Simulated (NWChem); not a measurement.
Everything below was run with NWChem. System: H$_{7}$BGe$_{2}$, charge 0, spin multiplicity 1, at a geometry optimised with PBE0/def2-SVP. The structure started from a generated list of species. Level: MP2/def2-TZVP, 19 core orbitals frozen.

The NWChem input:

```
start mol
memory heap 200 mb stack 800 mb global 1000 mb
geometry units angstroms nocenter noautoz noautosym
  B      0.864597    -0.106929    -0.225296
  Ge    -0.197185    -1.772366     0.357040
  H      0.382459    -3.107093    -0.148666
  H     -0.147137    -1.801691     1.903049
  H     -1.684741    -1.701188    -0.039782
  Ge     0.056908     1.786459    -0.323212
  H      0.005798     2.206361    -1.809622
  H     -1.371838     1.896903     0.241547
  H      0.946367     2.815087     0.405180
  H      2.034976    -0.224700    -0.507719
end
basis spherical
  * library def2-tzvp
end
scf
  rhf
  nopen 0
  maxiter 100
  thresh 1e-7
  semidirect memsize 60000000 filesize 0
end
mp2
  freeze core 19
end
task mp2 energy
```

NWChem printed:

```
             Northwest Computational Chemistry Package (NWChem) 7.3.0
             --------------------------------------------------------

                                NWChem Input Module
                                -------------------

 Scaling coordinates for geometry "geometry" by  1.889725989
 (inverse scale =  0.529177249)

                             Geometry "geometry" -> ""
                             -------------------------

 Output coordinates in angstroms (scale by  1.889725989 to convert to a.u.)

  No.       Tag          Charge          X              Y              Z
 ---- ---------------- ---------- -------------- -------------- --------------
    1 B                    5.0000     0.86459700    -0.10692900    -0.22529600
    2 Ge                  32.0000    -0.19718500    -1.77236600     0.35704000
    3 H                    1.0000     0.38245900    -3.10709300    -0.14866600
    4 H                    1.0000    -0.14713700    -1.80169100     1.90304900
    5 H                    1.0000    -1.68474100    -1.70118800    -0.03978200
    6 Ge                  32.0000     0.05690800     1.78645900    -0.32321200
    7 H                    1.0000     0.00579800     2.20636100    -1.80962200
    8 H                    1.0000    -1.37183800     1.89690300     0.24154700
    9 H                    1.0000     0.94636700     2.81508700     0.40518000
   10 H                    1.0000     2.03497600    -0.22470000    -0.50771900

 Effective nuclear repulsion energy (a.u.)     343.3039490543

            Nuclear Dipole moment (a.u.)
            ----------------------------
        X                 Y               Z
 ---------------- ---------------- ----------------
     0.0000094486     0.0000188973     0.0000056692


 Summary of "ao basis" -> "" (spherical)
 ------------------------------------------------------------------------------
       Tag                 Description            Shells   Functions and Types
 ---------------- ------------------------------  ------  ---------------------
 *                         def2-tzvp                  on all atoms
[...]
  Active beta occupied  =     19
  Active alpha virtual  =    131
  Active beta virtual   =    131
  Use MO symmetry       = F
  Use skeleton AO sym   = F

  AO/Fock/Back tols     =   1.0D-09  1.0D-09  1.0D-09

 GA uses MA = F    GA memory limited = T

 Available:
  local mem=  1.15D+08
 global mem=  1.31D+08
 local disk=  0.00D+00
  mp2_memr nvloc                   131
  nvloc new                   131
   1 passes of  19:        5242880                     182664                 112076747.
   1 passes of  19: M    114675529           G      131014878           F     109432649.
  mp2_memr nvloc                   131
  nvloc new                   131
   2 passes of  10:        5242880                     123738                  59010900.
   2 passes of  10: M    114675529           G      131014878           F     109432649.

 Semi-direct pass number   1 of   2  for RHF alpha+beta  at       68.5s
  vrange nnbf                 13238
  mp2_eaftype                   225  avail_ma_in_mb                   999
 EAF : mp2_eaftype filesize         225   29505450.
  mp2_eaf for mointskh                    225
Node 0 wrote    138.7 Mb in      0.1 s     Agg I/O rate:  1319.7 Mb/s
 Done moints_semi at       97.1s
  mp2_eaftype                   225  avail_ma_in_mb                   774
 EAF : mp2_eaftype filesize         225   29505450.
  mp2_eaf for kh                   225
 Done maket at       97.9s
 Semi-direct pass number   2 of   2  for RHF alpha+beta  at       97.9s
  vrange nnbf                 13238
  mp2_eaftype                   225  avail_ma_in_mb                   774
 EAF : mp2_eaftype filesize         225   29505450.
  mp2_eaf for mointskh                    225
Node 0 wrote    124.9 Mb in      0.1 s     Agg I/O rate:  1500.0 Mb/s
 Done moints_semi at      126.5s
  mp2_eaftype                   225  avail_ma_in_mb                   774
 EAF : mp2_eaftype filesize         225   29505450.
  mp2_eaf for kh                   225
 Done maket at      127.2s
 Done multipass loop at      127.2s

          -------------------------------------------
          SCF energy               -4179.450837730090
          Correlation energy          -0.607832847905
          Singlet pairs               -0.374830382900
          Triplet pairs               -0.233002465005
          Total MP2 energy         -4180.058670577994
          -------------------------------------------

          ---------------------------------------------------
                    Spin Component Scaled (SCS) MP2
          Same spin pairs                     -0.155334976670
          Same spin scaling factor             0.333333333333
          Opposite spin pairs                 -0.452497871235
          Opposite spin scaling fact.          1.200000000000
          SCS-MP2 correlation energy          -0.594775771038
          Total SCS-MP2 energy             -4180.045613501128
          ---------------------------------------------------

 -----------------------
 Performance information
 -----------------------

 Timer overhead =  2.05D-07 seconds/call

               Nr. of calls         CPU time (s)                 Wall time (s)                GFlops
             ---------------    -------------------     ------------------------------   -------------------
Name         Min   Avg   Max    Min     Avg     Max     Min     Avg     Max   Mx/calls   Min     Max     Sum
mp2: moin     2     2     2    57.     57.     57.      57.     57.     57.     29.      0.0     0.0     0.0
mp2: make     2     2     2    1.5     1.5     1.5      1.5     1.5     1.5    0.75      0.0     0.0     0.0
mp2: tota     1     1     1    59.     59.     59.      59.     59.     59.     59.      0.0     0.0     0.0

 The average no. of pstat calls per process was 5.00D+00
 with a timing overhead of 1.03D-06s

 Task  times  cpu:      127.1s     wall:      127.1s

 Total times  cpu:      127.2s     wall:      127.2s
```
